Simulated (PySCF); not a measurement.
## What PySCF settings do for CaF

Base input, run as `python input.py` with PySCF 2.14:

```python
from pyscf import gto, dft

mol = gto.M(
    atom='Ca 0 0 0; F 0 0 2.051',
    basis='3-21g',
    charge=0,
    spin=1,
    verbose=3,
)
mf = dft.UKS(mol, xc='pw6b95')
mf.kernel()
mf.analyze()
print('orbital energies (hartree):', [e[max(0, n-3):n+3].round(4) for e, n in zip(mf.mo_energy, mol.nelec)])
```

Base result: E(SCF) = -774.074002 Eh, ⟨S²⟩ = 0.751, μz(SCF) = -3.02 D. The basis is very small, so the numbers show the basis as much as the system. The bond length is a typed value, not an optimised one. No search for the lowest solution was made.

Wall time 3.4 s on one thread of a shared host.

Each row names what differs from the base; energies in brackets are changes from the base.

```tsv
change	result
charge: 0 → 2 [another spin of the ion may lie lower]	E(SCF) = -773.291362 Eh (+21.2967 eV), ⟨S²⟩ = 0.750
functional: pw6b95 → 0.5*hf+0.5*b88,lyp	E(SCF) = -773.489011 Eh, ⟨S²⟩ = 0.751, μz(SCF) = -3.41 D
step after the SCF: analyze → polarizability	E(SCF) = -774.074002 Eh (+0.0000 eV), ⟨S²⟩ = 0.751, μz(SCF) = -3.02 D, α(xx, yy, zz) = 98.6, 98.6, 60.2 bohr³
functional: pw6b95 → mn15	E(SCF) = -772.980674 Eh, ⟨S²⟩ = 0.751, μz(SCF) = -3.37 D
level shift (hartree): none → 1	not converged: SCF
functional: pw6b95 → b3lypp [unsound on purpose]	stops with KeyError ("LibXCFunctional: name 'B3LYPP' not found.")
SCF type: UKS → ROKS	E(SCF) = -774.073889 Eh (+0.0031 eV), μz(SCF) = -3.02 D
basis set: 3-21g → cc-pvdz	E(SCF) = -778.054491 Eh (-108.3146 eV), ⟨S²⟩ = 0.750, μz(SCF) = -3.45 D
electric field along z (a.u.): none → 0.01	E(SCF) = -774.065065 Eh (+0.2432 eV), ⟨S²⟩ = 0.751, μz(SCF) = -1.53 D
functional: pw6b95 → m062x	E(SCF) = -773.461243 Eh, ⟨S²⟩ = 0.752, μz(SCF) = -3.40 D
smearing width (hartree): none → 0.001 [smearing does not keep the typed spin]	E(SCF) = -774.055637 Eh (+0.4997 eV), μz(SCF) = -3.05 D
convergence threshold: default → 1e-05	E(SCF) = -774.074002 Eh (+0.0000 eV), ⟨S²⟩ = 0.751, μz(SCF) = -3.02 D
basis set: 3-21g → def2-svp	E(SCF) = -777.877597 Eh (-103.5011 eV), ⟨S²⟩ = 0.750, μz(SCF) = -3.81 D
functional: pw6b95 → pbe0	E(SCF) = -773.237500 Eh, ⟨S²⟩ = 0.752, μz(SCF) = -2.89 D
step after the SCF: analyze → optimize	E(SCF) = -774.074002 Eh (+0.0000 eV), ⟨S²⟩ = 0.751, all at the start geometry; optimised bond 2.081 Å with E = -774.074209 Eh after 3 steps
basis set: 3-21g → sbkjc; core potential: off → on	E(SCF) = -24.911849 Eh, ⟨S²⟩ = 0.750, μz(SCF) = -4.36 D
level shift (hartree): none → 5 [unsound on purpose]	not converged: SCF
functional: pw6b95 → camb3lyp	E(SCF) = -773.505553 Eh, ⟨S²⟩ = 0.751, μz(SCF) = -3.06 D
spin (2S): 1 → 3	not converged: SCF
geometry: bond 2.051 → bond 2.195	E(SCF) = -774.071897 Eh (+0.0573 eV), ⟨S²⟩ = 0.751, μz(SCF) = -3.37 D
length unit: angstrom → bohr [unsound on purpose]	not converged: SCF
initial guess: minao → 1e [may be another electronic state]	not converged: SCF
basis set: 3-21g → cc-pvtz-f13 [unsound on purpose]	stops with BasisNotFoundError (cc-pvtz-f13)
step after the SCF: analyze → mp2; SCF type: UKS → UHF; functional: pw6b95 → none (Hartree–Fock); frozen orbitals: default → 6	E(SCF) = -772.330571 Eh, E(MP2) − E(SCF) = -0.12190 Eh, ⟨S²⟩ = 0.751, μz(SCF) = -3.62 D
```

**Question.** Order these changes by how far they move the SCF energy from the base, largest first: (1) SCF type: UKS → ROKS; (2) convergence threshold: default → 1e-05; (3) electric field along z (a.u.): none → 0.01; (4) geometry: bond 2.051 → bond 2.195.

**Answer.** (3) +0.2432 eV, (4) +0.0573 eV, (1) +0.0031 eV, (2) +0.0000 eV.
